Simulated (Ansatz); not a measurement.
Reactions of BClH₄Si, SMILES `[SiH3]BCl`.

Isolated molecules relaxed with PBE0-D4/def2-TZVP in Ansatz; ΔE leaves out vibrations. CCSD(T)/CBS adds triple-zeta CCSD(T) − MP2 to the extrapolated MP2 energy (def2 sets, frozen cores). This one scheme is used for every species. Functionals use def2-TZVPP. Elements past krypton have def2 core potentials. For In, Sn outer-core shells are correlated without core-valence functions, which leaves a few kJ/mol of doubt a bond. One conformer a species, not always the lowest.

```
                                                              reaction  CCSD(T)/CBS(def2) (kJ/mol)
                   `[SiH3]BCl` + `C=C(O)Cl` → `C=C(Cl)O[SiH3]` + `BCl`                        -106
                 `[SiH3]BCl` + `C[S][SnH3]` → `CS[SiH2]BCl` + `[SnH4]`                           ?
                  `[SiH3]BCl` + `F[SiH](F)F` → `F[Si](F)(F)BCl` + SiH₄                           8
                           `[SiH3]BCl` + `CCBS` → `CCBS[SiH3]` + `BCl`                         -70
`[SiH3]BCl` + `C[O][In]([OH])[OH]` → `C[O][In]([OH])[O][SiH3]` + `BCl`                        -121
             `[SiH3]BCl` + `O[SiH2][SiH3]` → `[SiH3][SiH2]OBCl` + SiH₄                           ?
```

**Question.** Fill in the missing values. (Estimate.)

**Answer.** Computed: `[SiH3]BCl` + `C[S][SnH3]` → `CS[SiH2]BCl` + `[SnH4]`: +2.3 kJ/mol; `[SiH3]BCl` + `O[SiH2][SiH3]` → `[SiH3][SiH2]OBCl` + SiH₄: -163.7 kJ/mol.

Largest T1 diagnostic: 0.017, for `C[O][In]([OH])[OH]`.
